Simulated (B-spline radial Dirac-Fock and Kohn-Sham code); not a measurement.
**Kohn-Sham estimates against Dirac-Fock for the levels of Gd²⁺**

System: the Gd²⁺ ion in the configuration [Xe] 4f7 5d1.

The density-functional columns are spherical, spin-unpolarised Dirac-Kohn-Sham results without Breit or QED terms: −ε is minus the orbital energy of the initial state and ΔSCF the difference of two total energies. The reference in the last column comes from Dirac-Fock (average of configuration) total-energy differences with a finite nucleus, the Breit interaction including its frequency dependence, and self-energy and vacuum-polarisation corrections. All numbers are from a radial finite-basis atomic code, in eV; a selection of levels is shown. The Kohn-Sham columns are given as differences from the reference. For the 1s level of heavy atoms much of the gap between ΔSCF and the reference is the Breit and QED part, -215.7 eV here; for other levels the error of the functional can be larger.

| level | LDA −ε − DF | LDA ΔSCF − DF | PBE −ε − DF | PBE ΔSCF − DF | Dirac-Fock |
| --- | --- | --- | --- | --- | --- |
| K | -254.1 | +203.2 | -207.0 | +251.8 | 50263.2 |
| L1 | -141.9 | -59.2 | -135.5 | -53.1 | 8408.0 |
| L2 | -103.7 | +1.3 | -101.0 | +3.9 | 7957.3 |
| L3 | -111.0 | -16.7 | -109.1 | -14.9 | 7269.6 |
| M1 | -70.1 | -45.3 | -68.3 | -43.6 | 1912.9 |
| M2 | -55.2 | -28.9 | -54.5 | -28.3 | 1718.7 |
| M3 | -54.3 | -29.8 | -53.8 | -29.4 | 1575.3 |
| M4 | -34.2 | -5.2 | -34.3 | -5.4 | 1244.0 |
| M5 | -34.9 | -6.5 | -35.0 | -6.7 | 1213.6 |
| N1 | -33.5 | -22.2 | -32.6 | -21.4 | 415.2 |
| N2 | -26.3 | -15.2 | -26.0 | -14.9 | 338.3 |
| N3 | -26.5 | -15.7 | -26.0 | -15.2 | 306.5 |
| N4 | -13.9 | -3.4 | -13.9 | -3.5 | 178.6 |
| N5 | -14.0 | -3.6 | -14.0 | -3.6 | 172.9 |
| N6,7 | -4.9 | +4.1 | -5.2 | +3.7 | 27.65 |
| O1 | -9.1 | -2.2 | -9.4 | -2.4 | 72.82 |
| O2 | -5.0 | +1.5 | -5.2 | +1.3 | 49.29 |
| O3 | -5.0 | +1.3 | -5.2 | +1.0 | 44.87 |
| O4,5 | -3.5 | +1.1 | -3.8 | +0.9 | 18.92 |

Values without a named source are computed, but for edge energies of neutral atoms, which are taken from tables.
